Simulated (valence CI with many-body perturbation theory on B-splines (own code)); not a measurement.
## Cs5+: calculated level list

Calculated by valence CI with perturbative core correlation (CI+MBPT): four valence electrons over a frozen Dirac-Fock core [Kr] 4d10, radial functions for each j: 9 s, 9 p, 8 d, 6 f, 3 g, 1 h, with the one-electron correlation potential Σ1, the two-electron term Σ2, the three-electron term Σ3, Breit, model QED; selected CI, second order for the rest, scaled by the run's own slope (own B-spline code, finite nucleus).

Set against measurement, 21 paired levels are off by 267 cm⁻¹ on average, the worst by 713. These come from a selection out of Sansonetti, J. Phys. Chem. Ref. Data 38, 761 (2009). Levels without a partner in it may be off by more, other configurations by several thousand cm⁻¹.

Levels 1 to 35 of 35, with energies above the lowest level, 5s2 5p2 3P_0. "Leading %" is the weight of the configuration and term that name the level; weights of strongly mixed levels are sums over their largest components and can fall short, so below about 35 % the name and the second component can differ from the true leading terms, or belong to a minority configuration. Lifetimes count E1, E2, E3, M1 and M2 decay at the calculated energies, and are blank where another channel may lead or the interval is too uncertain; long ones can be off by a factor of two.

| No. | Configuration | Term | J | E (eV) | Leading % | g | Second component | Lifetime |
| --- | --- | --- | --- | --- | --- | --- | --- | --- |
| 1 | 5s2 5p2 | 3P | 0 | 0.000 | 86 |  | 11 % 5s2 5p2 1S |  |
| 2 | 5s2 5p2 | 3P | 1 | 1.506 | 97 | 1.501 |  | 35.1 ms |
| 3 | 5s2 5p2 | 3P | 2 | 2.187 | 61 | 1.313 | 36 % 5s2 5p2 1D | 610 ms |
| 4 | 5s2 5p2 | 1D | 2 | 4.350 | 60 | 1.187 | 36 % 5s2 5p2 3P | 8.89 ms |
| 5 | 5s2 5p2 | 1S | 0 | 6.514 | 84 |  | 11 % 5s2 5p2 3P | 2.29 ms |
| 6 | 5s 5p3 | 5S° | 2 | 13.197 | 91 | 1.957 | 7 % 5s 5p3 3P° | 24.3 ns |
| 7 | 5s 5p3 | 3D° | 1 | 16.315 | 74 | 0.657 | 12 % 5s 5p3 3P° | 1.08 ns |
| 8 | 5s 5p3 | 3D° | 2 | 16.474 | 72 | 1.247 | 13 % 5s 5p3 3P° | 1.83 ns |
| 9 | 5s 5p3 | 3D° | 3 | 17.088 | 89 | 1.333 | 8 % 5s2 5p 5d 3D° | 2.38 ns |
| 10 | 5s 5p3 | 3P° | 0 | 18.907 | 91 |  | 6 % 5s2 5p 5d 3P° | 664 ps |
| 11 | 5s 5p3 | 3P° | 1 | 19.105 | 75 | 1.386 | 12 % 5s 5p3 3D° | 514 ps |
| 12 | 5s 5p3 | 3P° | 2 | 19.179 | 41 | 1.289 | 23 % 5s 5p3 1D° | 693 ps |
| 13 | 5s 5p3 | 1D° | 2 | 20.915 | 32 | 1.153 | 28 % 5s 5p3 3P° | 871 ps |
| 14 | 4f 5s2 5p | 3G | 3 | 21.660 | 53 | 0.871 | 38 % 4f 5s2 5p 1F | 767 ns |
| 15 | 5s 5p3 | 3S° | 1 | 21.866 | 63 | 1.664 | 27 % 5s 5p3 1P° | 61.5 ps |
| 16 | 4f 5s2 5p | 3F | 3 | 22.062 | 46 | 1.097 | 23 % 4f 5s2 5p 3D | 63.9 ns |
| 17 | 4f 5s2 5p | 3G | 4 | 22.229 | 48 | 1.127 | 39 % 4f 5s2 5p 3F | 162 ns |
| 18 | 4f 5s2 5p | 3F | 2 | 22.272 | 77 | 0.753 | 12 % 4f 5s2 5p 3D | 49.8 ns |
| 19 | 5s2 5p 5d | 3F° | 2 | 22.551 | 85 | 0.710 | 8 % 5s 5p3 1D° | 588 ps |
| 20 | 5s2 5p 5d | 3F° | 3 | 23.238 | 88 | 1.094 | 4 % 5s2 5p 5d 3D° | 528 ps |
| 21 | 4f 5s2 5p | 3G | 3 | 23.676 | 34 | 0.940 | 33 % 4f 5s2 5p 1F | 101 ns |
| 22 | 4f 5s2 5p | 3F | 4 | 23.914 | 54 | 1.161 | 43 % 4f 5s2 5p 3G | 68.2 ns |
| 23 | 4f 5s2 5p | 3G | 5 | 24.119 | 96 | 1.200 |  |  |
| 24 | 5s 5p3 | 1P° | 1 | 24.177 | 46 | 1.260 | 24 % 5s 5p3 3S° | 81.9 ps |
| 25 | 4f 5s2 5p | 3D | 3 | 24.454 | 70 | 1.257 | 19 % 4f 5s2 5p 3F | 58.6 ns |
| 26 | 5s2 5p 5d | 3P° | 2 | 24.561 | 44 | 1.285 | 21 % 5s2 5p 5d 3D° | 50.9 ps |
| 27 | 4f 5s2 5p | 3D | 2 | 24.635 | 76 | 1.074 | 16 % 4f 5s2 5p 3F | 55.6 ns |
| 28 | 5s2 5p 5d | 3F° | 4 | 24.689 | 96 | 1.250 |  | 7.79 μs |
| 29 | 5s2 5p 5d | 3D° | 1 | 24.838 | 60 | 0.796 | 16 % 5s2 5p 5d 3P° | 37.6 ps |
| 30 | 4f 5s2 5p | 3D | 1 | 24.916 | 96 | 0.498 |  | 52.1 ns |
| 31 | 4f 5s2 5p | 1G | 4 | 25.531 | 86 | 1.011 | 6 % 4f 5s2 5p 3G | 620 ns |
| 32 | 4f 5s2 5p | 1D | 2 | 25.941 | 83 | 1.004 | 9 % 4f 5s2 5p 3D | 98.3 ns |
| 33 | 5s2 5p 5d | 3D° | 2 | 26.076 | 36 | 1.055 | 35 % 5s2 5p 5d 1D° | 42.0 ps |
| 34 | 5s2 5p 5d | 3D° | 3 | 26.369 | 75 | 1.290 | 7 % 5s2 5p 5d 1F° | 39.2 ps |
| 35 | 5s2 5p 5d | 3P° | 0 | 26.443 | 89 |  | 6 % 5s 5p3 3P° | 53.0 ps |

Names give the largest LS component (configuration and term), which can be under half, so a name can repeat, a term be missing and a line seem to break the LS rules; names also repeat where a configuration has a term twice.

The ionisation energy to 5s2 5p 2P°_1/2 of the next ion comes out as 70.438 eV (NIST: 69.1 ± 2 eV (theoretical)). All 35 levels together are meant to be complete up to 26.541 eV.
